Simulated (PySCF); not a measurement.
Species: C8H8Si.
Bonds: Si1–C2, C2–C3 (double), C3–C4, C4–C5 (double), C5–C6, C6–C7 (double), C7–C8, C8–C9 (double), C2–C4, C5–C9. Hydrogens: H10, H11, H12 on Si1; H13 on C3; H14 on C6; H15 on C7; H16 on C8; H17 on C9.

Method used: PySCF, PBE0-D3(BJ)/def2-SVP geometry optimisation, gas phase.

Question: Give the optimised bond lengths and angles.

Answer: 
```csv
bond,length (pm)
Si1–C2,186.4
C2=C3,133.7
C3–C4,140.8
C4=C5,135.5
C5–C6,145.4
C6=C7,136.6
C7–C8,145.2
C8=C9,136.6
C2–C4,144.0
C5–C9,145.4
"Si1–H10, Si1–H11, Si1–H12",149.0
C3–H13,108.9
C6–H14,109.0
C7–H15,109.1
C8–H16,109.1
C9–H17,109.0
```

Bonds in one row agree within 1 pm and their mean is given. A selection of angles:
```csv
angle,degrees
Si1–C2–C3,151.8
Si1–C2–C4,147.4
C3–C2–C4,60.8
C2–C3–C4,63.2
C3–C4–C5,153.6
C2–C4–C3,56.0
C2–C4–C5,150.4
C4–C5–C6,126.1
C4–C5–C9,126.7
C6–C5–C9,107.3
C5–C6–C7,107.4
C6–C7–C8,109.0
C7–C8–C9,109.0
C5–C9–C8,107.4
```

Torsions: Si1–C2–C3–C4 180° (antiperiplanar); C2–C3–C4–C5 180° (antiperiplanar); C3–C4–C5–C6 180° (antiperiplanar); C4–C5–C6–C7 180° (antiperiplanar); C5–C6–C7–C8 0° (synperiplanar); C6–C7–C8–C9 0° (synperiplanar); C7–C8–C9–C5 0° (synperiplanar); Si1–C2–C4–C3 180° (antiperiplanar); C4–C5–C9–C8 180° (antiperiplanar).

The 5-membered ring C5–C6–C7–C8–C9 has internal angles of 107.3° to 109.0° (sum 540°, against 540° for a flat polygon); it is planar, 0.00 Å rms from its mean plane, widest ring torsion 0°. The 3-membered ring C2–C3–C4 has internal angles of 56.0° to 63.2°. The C–C distances run from 1.337 Å (C2=C3, drawn double) to 1.454 Å (C5–C9, drawn single), a spread of 0.117 Å. Si1 (SiH3 silicon) is tetrahedral (angles from 107.7° to 110.8°). The 9 heavy atoms lie in one plane (0.001 Å rms).

Point group: Cs (every atom within 0.08 Å of its image). Stationary, but not proved a minimum.
